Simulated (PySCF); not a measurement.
Si(Cl)2(F)(GeH3) (Cl2FGeH3Si), SMILES F[Si](Cl)(Cl)[GeH3].

The structure is a stationary point at ωB97X-D3(BJ)/def2-SVP.

All values below come from PySCF with PBE/def2-TZVP.

Symmetry labels are those of the subgroup Cs that the program uses (full group Cs).

Computed valence orbital energies around the gap with their symmetry:
| orbital | symmetry | energy (eV) |
|---|---|---|
| HOMO−7 | A" | -9.92 |
| HOMO−6 | A' | -9.22 |
| HOMO−5 | A' | -9.00 |
| HOMO−4 | A" | -8.95 |
| HOMO−3 | A' | -8.63 |
| HOMO−2 | A" | -8.30 |
| HOMO−1 | A" | -8.06 |
| HOMO | A' | -7.53 |
| LUMO | A' | -1.29 |
| LUMO+1 | A" | -1.01 |
| LUMO+2 | A' | -0.99 |
| LUMO+3 | A' | -0.07 |
